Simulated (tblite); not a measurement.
Problem. What does the GFN2-xTB structure of InChI=1S/C4H12FPSi2/c5-2-1-4(3-7)8-6/h3H,1-2,6,8H2,7H3/b4-3+ look like in three dimensions?

Solution. 
```
atom  x, y, z in Å
F1    -1.5857   -1.2262   -1.6107
C2    -0.7004   -1.7973   -0.7278
C3    -0.4766   -0.8854    0.4727
C4     0.1090    0.4301    0.0449
C5    -0.6147    1.5495    0.0240
Si6   -2.4317    1.7475    0.4943
Si7    1.9134    0.4243   -0.5368
P8     2.8952   -1.3834    0.3644
H9    -1.1343   -2.7569   -0.4279
H10    0.2328   -1.9628   -1.2779
H11    0.2149   -1.4031    1.1459
H12   -1.4258   -0.7317    0.9891
H13   -0.1170    2.4494   -0.3177
H14   -3.2854    0.8825   -0.3161
H15   -2.6068    1.4242    1.9173
H16   -2.7868    3.1515    0.2787
H17    2.5557    1.6887   -0.1535
H18    2.0221    0.2682   -1.9936
H19    3.0408   -0.8380    1.6273
H20    4.1762   -1.0203    0.0003
```

Any rigid rotation of these coordinates is as good. Atoms count from 1 in this order. The C–C distances run from 1.333 Å (C4=C5, drawn double) to 1.524 Å (C2–C3, drawn single), a spread of 0.191 Å. P8 (three-coordinate phosphorus) is pyramidal (angles 95.5°, 95.1° and 92.3°, sum 282.8°, 0.83 Å off the plane of its three neighbours). Si6 (SiH3 silicon) is tetrahedral (angles from 107.3° to 111.2°). Si7 (SiH2 silicon) is distorted tetrahedral (angles from 106.3° to 113.4°).

Bonds between heavy atoms (Å): F1–C2 1.375, C2–C3 1.524, C3–C4 1.502, C4=C5 1.333, C5–Si6 1.887, C4–Si7 1.896, Si7–P8 2.246.

Computed geometry: GFN2-xTB, gas phase.

Point group: C1 (no symmetry element, even within 0.4 Å). Its GFN2-xTB frequencies are all real (lowest 28 cm⁻¹). The numbers are those of one conformer (F1–C2–C3–C4 -61°, C2–C3–C4–C5 106°, C3–C4–Si7–P8 -23°, C4–Si7–P8–H -77° and -170°).
